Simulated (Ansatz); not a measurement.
Ansatz (a program for electronic structure) input (MP2/6-31G*):

Ansatz 0.2 input:
```yaml
crystal:
  periodic: [false, false, false]
  atoms:
    - {symbol: Cl, position_ang: [1.84991500, -0.76642800, -0.00001400]}
    - {symbol: C, position_ang: [0.25200700, -0.14301100, -0.00109400]}
    - {symbol: C, position_ang: [-0.96586200, -0.86821900, -0.03586000]}
    - {symbol: C, position_ang: [-1.99538100, -0.00418500, -0.02348100]}
    - {symbol: O, position_ang: [-1.47980500, 1.26820700, 0.01853700]}
    - {symbol: C, position_ang: [-0.12120000, 1.16440300, 0.03150800]}
    - {symbol: H, position_ang: [-3.06525400, -0.09230900, -0.03849900]}
    - {symbol: H, position_ang: [0.43775500, 2.08199100, 0.06400100]}
basis:
  gaussian:
    orbitals: 6-31G*
magnetization: {spin_polarized: true, initial_magnetization: 1}
correlation: {method: mp2, electrons: outside_noble_gas}
relax: {f_tol: 0.003, max_steps: 120}
```

From the output:

```
second order -20.91034034 eV of doubles, -0.00000000 eV of singles
the calculation of the forces begins
relax step   3: F+E_penalty+E_count = -18711.38997642 eV  Δ(F+E_penalty+E_count) = -4.197e-3 eV  max|allowed force component| = 1.773e-1 eV/Å  Δτ_max = 0.0058 Å  (51 SCF iters, accepted)
these checks for a lower state are left out or cut short: starts, cluster_reference, orbital_swaps, neighbouring_geometries, increment
integrals: 0.07 GiB planned
1055 factors; integrals over basis functions are off by at most 3.7e-4 eV
mean field: 0.41 GiB planned
mean field -18690.48110773 eV, -686.8625118459 hartree, gradient 2.5e-6 eV, S^2 0.976050; 0 other end points of the search recorded, 0 dependent functions left out
10 core orbitals not correlated
reference -18690.48110773 eV, -686.8625118459 hartree; 16, 15 occupied and 72, 73 virtual orbitals, 1055 factors
densities: 0.37 GiB planned
second order -20.90937314 eV of doubles, -0.00000000 eV of singles
the calculation of the forces begins
relax step   4: F+E_penalty+E_count = -18711.39048086 eV  Δ(F+E_penalty+E_count) = -5.044e-4 eV  max|allowed force component| = 4.844e-2 eV/Å  Δτ_max = 0.0028 Å  (49 SCF iters, accepted)
these checks for a lower state are left out or cut short: starts, cluster_reference, orbital_swaps, neighbouring_geometries, increment
integrals: 0.07 GiB planned
1055 factors; integrals over basis functions are off by at most 3.7e-4 eV
mean field: 0.41 GiB planned
mean field evaluation 96: about -18690.4802 eV, gradient 2.4e-6 eV
mean field -18690.48016949 eV, -686.8624773662 hartree, gradient 2.4e-6 eV, S^2 0.976601; 0 other end points of the search recorded, 0 dependent functions left out
10 core orbitals not correlated
reference -18690.48016949 eV, -686.8624773662 hartree; 16, 15 occupied and 72, 73 virtual orbitals, 1055 factors
densities: 0.37 GiB planned
second order -20.91036607 eV of doubles, -0.00000000 eV of singles
the calculation of the forces begins
relax step   5: F+E_penalty+E_count = -18711.39053556 eV  Δ(F+E_penalty+E_count) = -5.469e-5 eV  max|allowed force component| = 2.048e-2 eV/Å  Δτ_max = 0.0017 Å  (49 SCF iters, accepted)
these checks for a lower state are left out or cut short: starts, cluster_reference, orbital_swaps, neighbouring_geometries, increment
integrals: 0.07 GiB planned
1055 factors; integrals over basis functions are off by at most 3.7e-4 eV
mean field: 0.41 GiB planned
mean field -18690.48047691 eV, -686.8624886636 hartree, gradient 9.3e-6 eV, S^2 0.976559; 0 other end points of the search recorded, 0 dependent functions left out
10 core orbitals not correlated
reference -18690.48047691 eV, -686.8624886636 hartree; 16, 15 occupied and 72, 73 virtual orbitals, 1055 factors
densities: 0.37 GiB planned
second order -20.91007939 eV of doubles, -0.00000000 eV of singles
the calculation of the forces begins
relax step   6: F+E_penalty+E_count = -18711.39055630 eV  Δ(F+E_penalty+E_count) = -2.074e-5 eV  max|allowed force component| = 6.392e-3 eV/Å  Δτ_max = 0.0011 Å  (33 SCF iters, accepted)
these checks for a lower state are left out or cut short: starts, cluster_reference, orbital_swaps, neighbouring_geometries, increment
integrals: 0.07 GiB planned
1055 factors; integrals over basis functions are off by at most 3.7e-4 eV
mean field: 0.41 GiB planned
mean field -18690.48046342 eV, -686.8624881679 hartree, gradient 3.6e-6 eV, S^2 0.976504; 0 other end points of the search recorded, 0 dependent functions left out
10 core orbitals not correlated
reference -18690.48046342 eV, -686.8624881679 hartree; 16, 15 occupied and 72, 73 virtual orbitals, 1055 factors
densities: 0.37 GiB planned
second order -20.91009379 eV of doubles, -0.00000000 eV of singles
the calculation of the forces begins
relax step   7: F+E_penalty+E_count = -18711.39055721 eV  Δ(F+E_penalty+E_count) = -9.141e-7 eV  max|allowed force component| = 2.227e-3 eV/Å  Δτ_max = 0.0003 Å  (33 SCF iters, accepted)
these checks for a lower state are left out or cut short: cluster_reference
integrals: 0.07 GiB planned
1055 factors; integrals over basis functions are off by at most 3.7e-4 eV
mean field: 0.41 GiB planned
mean field evaluation 128: about -18690.4716 eV, gradient 2.3e-1 eV
mean field -18690.48046342 eV, -686.8624881679 hartree, gradient 3.6e-6 eV, S^2 0.976504; 5 other end points of the search recorded, 0 dependent functions left out
10 core orbitals not correlated
reference -18690.48046342 eV, -686.8624881679 hartree; 16, 15 occupied and 72, 73 virtual orbitals, 1055 factors
densities: 0.37 GiB planned
second order -20.91009379 eV of doubles, -0.00000000 eV of singles
the calculation of the forces begins
Total energy: -18711.39055721 eV, -687.6309199414 hartree
Atom 0 at     1.841799    -0.762750    -0.000006 Å, force    -0.000559    -0.000128    -0.000010 eV/Å
Atom 1 at     0.251200    -0.123565    -0.000553 Å, force     0.000736     0.000457     0.000022 eV/Å
Atom 2 at    -0.982088    -0.860664    -0.035836 Å, force     0.000864    -0.000884    -0.000015 eV/Å
Atom 3 at    -1.976877    -0.008560    -0.023387 Å, force    -0.000190     0.002106     0.000057 eV/Å
Atom 4 at    -1.470123     1.256800     0.018328 Å, force    -0.002227    -0.000210    -0.000032 eV/Å
Atom 5 at    -0.124993     1.146587     0.030961 Å, force     0.002144    -0.001037    -0.000004 eV/Å
Atom 6 at    -3.051676    -0.082904    -0.038076 Å, force    -0.000285    -0.000398    -0.000015 eV/Å
Atom 7 at     0.424934     2.075505     0.063667 Å, force    -0.000482     0.000095    -0.000003 eV/Å
Dipole moment:    -0.240607     0.230747     0.003708 e Å
Checks for a lower state left out: cluster_reference
```

The geometry given is a B3LYP-D3(BJ)/def2-TZVP minimum.

The determinant is spin-contaminated: <S^2> is 0.98 against 0.75 for a pure state.
